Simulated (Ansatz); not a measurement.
Ideal-gas functions of AlBr2HO, SMILES `[OH][Al]([Br])[Br]` at 600 K and 1 bar, from an Ansatz frequency run at PBE0-D4/def2-TZVP.

Molar mass 203.8 g/mol, point group Cs (symmetry number 1), electronic degeneracy 1, moments of inertia 138.978, 600.938, 739.916 u Å². Harmonic wavenumbers (cm⁻¹, unscaled): 101, 169, 208, 313, 355, 496, 649, 901, 3951.

Use S(trans) = R[1.5 ln M + 2.5 ln T − 1.1517]; rotational temperatures θ = 24.2544 K / I; S(rot) = R[ln(√π/σ · √(T³/θAθBθC)) + 1.5]; for each mode x = 1.438777 ν̃/T, S = R[x/(eˣ − 1) − ln(1 − e⁻ˣ)] and H = RT x/(eˣ − 1); 1 cm⁻¹ = 0.0119627 kJ/mol; R = 8.31446 J/(mol·K).

Task: By hand: the entropy, in J/(mol·K).

Result: Translation 189.7. Rotation: θ = 0.1745, 0.0404, 0.0328 K, giving 131.8. Vibration, mode by mode: 20.12, 15.88, 14.18, 10.89, 9.90, 7.35, 5.43, 3.36, 0.01, in all 87.1. Electronic 0.0. Sum 408.6 J/(mol·K).

Task: By hand: H − E and G − E in kJ/mol, counted from the electronic energy.

Result: Zero-point energy ½ × 7143 × 0.0119627 = 42.7; thermal vibration 24.9; translation, rotation and pV give 4 RT = 20.0. H − E = 87.6 kJ/mol, and G − E = 87.6 − 600 × 408.6/1000 = -157.6 kJ/mol.

Vibration gives 21 % of the entropy, 20.1 J/(mol·K) of it from the mode under 150 cm⁻¹: soft modes count most, and the harmonic formula is weakest for them. The sum counts one conformer and one mirror image; others add a mixing term.
